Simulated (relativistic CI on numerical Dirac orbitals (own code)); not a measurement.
Radial Dirac CI calculation of C³⁺.

Command:

```sh
python run_levels.py task.json out
```

Input:

```
atom C  Z=6  charge=3  electrons=3
nucleus A=12  rms_radius_fm=2.4702
hamiltonian dirac-coulomb  breit=on  qed=on  c_scale=1
orbitals kli  potential=per-configuration
slater_scale 1
correlation none
mixing on
grid step=0.0125 r_max=25.7
scf mixing=0.4 start=green max_iterations=150 tolerance=2e-08 node_fill=0.05
configurations
  [He] 2s
  [He] 2p
  [He] 3s
end
```

Output:

```
SCF 1: [He] 2s
 iter      energy (Ha)   residual   last orbital (Ha)
    1       -34.562801   6.50e-01     -2.87640
    2       -34.682210   3.75e-01     -2.64449
    3       -34.741325   8.51e-03     -2.37198
    4       -34.741347   3.96e-03     -2.36386
    5       -34.741360   2.12e-05     -2.36005
    6       -34.741360   2.18e-06     -2.36007
    7       -34.741360   1.94e-07     -2.36007
    8       -34.741360   1.41e-09     -2.36007
SCF 2: [He] 2p
 iter      energy (Ha)   residual   last orbital (Ha)
    1       -34.187263   6.92e-01     -2.72755
    2       -34.362140   3.94e-01     -2.41952
    3       -34.443770   1.38e-02     -2.08396
    4       -34.444074   6.13e-03     -2.07515
    5       -34.444104   7.22e-05     -2.06905
    6       -34.444103   7.92e-06     -2.06909
    7       -34.444103   8.02e-07     -2.06908
    8       -34.444103   7.68e-09     -2.06908
SCF 3: [He] 3s
 iter      energy (Ha)   residual   last orbital (Ha)
    1       -33.273145   6.19e-01     -1.09659
    2       -33.333437   3.59e-01     -1.04914
    3       -33.364712   3.95e-03     -0.98830
    4       -33.364724   1.37e-03     -0.98801
    5       -33.364742   2.52e-05     -0.98715
    6       -33.364741   3.81e-06     -0.98716
    7       -33.364742   8.37e-07     -0.98716
    8       -33.364742   1.37e-08     -0.98716
orbital energies (Ha): 1s -12.7108  2s -2.3601
configuration averages (Ha): Dirac-Coulomb, Breit, QED
  2s                             -34.741360    0.002582    0.001652
  2p                             -34.444103    0.002563    0.001584
  3s                             -33.364742    0.002481    0.001610
levels: no., configuration, term, J, E (cm-1), weight
   1 2s                     2S   1/2              0.0  1.00
   2 2p                     2P*  1/2          65151.2  1.00
   3 2p                     2P*  3/2          65251.8  1.00
   4 3s                     2S   1/2         302087.9  1.00
lowest total energy -34.737127 Ha
end: converged
```

With so few configurations and no correlation, terms lie too far apart (by 10 to 50 % or more near neutrality), their order can be wrong, and levels of other configurations are missing.
